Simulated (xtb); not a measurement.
C3H8ClFSi, SMILES CCC[Si@H](F)Cl. All values are semi-empirical tight-binding results from xtb (GFN2-xTB unless named), good for trends rather than for accurate numbers. Coordinates come from a GFN2-xTB optimisation. The structure was generated by enumeration; whether it is a known compound was not checked. Other conformers were not sampled.

Optimised geometry:

Bonds (Å): C1–C2 1.524, C1–H7 1.088, C1–H8 1.088, C1–H9 1.087, C2–C3 1.531, C2–H10 1.092, C2–H11 1.091, C3–Si4 1.894, C3–H12 1.094, C3–H13 1.092, Si4–F5 1.614, Si4–Cl6 2.006, Si4–H14 1.451. Angles (°): C2–C1–H7 110.5, C2–C1–H8 110.6, C2–C1–H9 110.6, H7–C1–H8 108.3, H7–C1–H9 108.4, H8–C1–H9 108.4, C1–C2–C3 111.5, C1–C2–H10 109.3, C1–C2–H11 109.4, C3–C2–H10 109.5, C3–C2–H11 109.4, H10–C2–H11 107.6, C2–C3–Si4 113.3, C2–C3–H12 108.5, C2–C3–H13 108.7, Si4–C3–H12 109.5, Si4–C3–H13 110.3, H12–C3–H13 106.1, C3–Si4–F5 107.3, C3–Si4–Cl6 111.5, C3–Si4–H14 115.8, F5–Si4–Cl6 106.5, F5–Si4–H14 103.7, Cl6–Si4–H14 111.3.
Charge 0, spin multiplicity 1.

```yaml
orbital_gap: 6.26 eV
dipole_moment: 2.36 D
zero_point_energy: 66.4 kcal/mol
G − E(el) at 298.15 K (modified RRHO): 44.9 kcal/mol
static polarisability (D4 model): 82.1 bohr³
solvation energy, GFN2-xTB/ALPB(water): -0.9 kcal/mol
solvation energy, GFN2-xTB/ALPB(dmso): -5.0 kcal/mol
```

Problem. Give the atomic charges and the Wiberg bond orders between heavy atoms. (The exact figures need the calculation; the answer reports its results.)

Solution. charges (e) C1 -0.10, C2 -0.06, C3 -0.15, Si4 0.58, F5 -0.26, Cl6 -0.22, H7 0.04, H8 0.04, H9 0.04, H10 0.02, H11 0.03, H12 0.05, H13 0.04, H14 -0.04. Bond orders C1–C2 1.02, C2–C3 1.02, C3–Si4 0.90, Si4–F5 1.09, Si4–Cl6 1.11.
